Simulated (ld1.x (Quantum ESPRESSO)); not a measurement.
Reading a pseudo-wave (iron)

Columns: radius, all-electron u(r) and pseudo u(r) of the 3s shell (level -94.02 eV) of iron in the configuration [Ne] 3s2 3p6 3d6 4s2 4p0; PBE, scalar-relativistic, TM scheme, ld1.x (Quantum ESPRESSO) 7.5.

```json
{"r (bohr)": "0.095", "all-electron": "-0.2034", "pseudo": "0.1403"}
{"r (bohr)": "0.190", "all-electron": "-0.6566", "pseudo": "0.2926"}
{"r (bohr)": "0.285", "all-electron": "-0.2714", "pseudo": "0.4681"}
{"r (bohr)": "0.380", "all-electron": "0.3351", "pseudo": "0.6721"}
{"r (bohr)": "0.475", "all-electron": "0.8270", "pseudo": "0.8925"}
{"r (bohr)": "0.570", "all-electron": "1.1191", "pseudo": "1.0892"}
{"r (bohr)": "0.665", "all-electron": "1.2337", "pseudo": "1.2074"}
{"r (bohr)": "0.760", "all-electron": "1.2231", "pseudo": "1.2165"}
{"r (bohr)": "0.855", "all-electron": "1.1378", "pseudo": "1.1375"}
{"r (bohr)": "0.950", "all-electron": "1.0152", "pseudo": "1.0152"}
{"r (bohr)": "1.045", "all-electron": "0.8801", "pseudo": "0.8801"}
{"r (bohr)": "1.140", "all-electron": "0.7474", "pseudo": "0.7474"}
{"r (bohr)": "1.235", "all-electron": "0.6250", "pseudo": "0.6250"}
{"r (bohr)": "1.330", "all-electron": "0.5167", "pseudo": "0.5167"}
{"r (bohr)": "1.425", "all-electron": "0.4232", "pseudo": "0.4232"}
{"r (bohr)": "1.520", "all-electron": "0.3443", "pseudo": "0.3443"}
{"r (bohr)": "1.615", "all-electron": "0.2785", "pseudo": "0.2785"}
{"r (bohr)": "1.710", "all-electron": "0.2243", "pseudo": "0.2243"}
{"r (bohr)": "1.805", "all-electron": "0.1799", "pseudo": "0.1799"}
{"r (bohr)": "1.900", "all-electron": "0.1438", "pseudo": "0.1438"}
{"r (bohr)": "1.995", "all-electron": "0.1147", "pseudo": "0.1147"}
{"r (bohr)": "2.090", "all-electron": "0.0913", "pseudo": "0.0913"}
{"r (bohr)": "2.185", "all-electron": "0.0725", "pseudo": "0.0725"}
{"r (bohr)": "2.280", "all-electron": "0.0575", "pseudo": "0.0575"}
{"r (bohr)": "2.375", "all-electron": "0.0456", "pseudo": "0.0456"}
{"r (bohr)": "2.470", "all-electron": "0.0360", "pseudo": "0.0360"}
```

Q: How many radial nodes do the two functions have?

A: The all-electron 3s function has n − l − 1 = 2 (the table is too coarse to show those close to the nucleus); the pseudo-wave has 0, since the states of the same l below it are removed with the core.

Q: At about which radius was the pseudo-wave matched?

A: 0.95 bohr, where the columns begin to agree (steps of 0.10 bohr).

Q: Is the pseudo-wave norm-conserving?

A: Yes: the TM scheme keeps the norm inside the radius equal to the all-electron one, which fixes the energy derivative of the logarithmic derivative at the level.
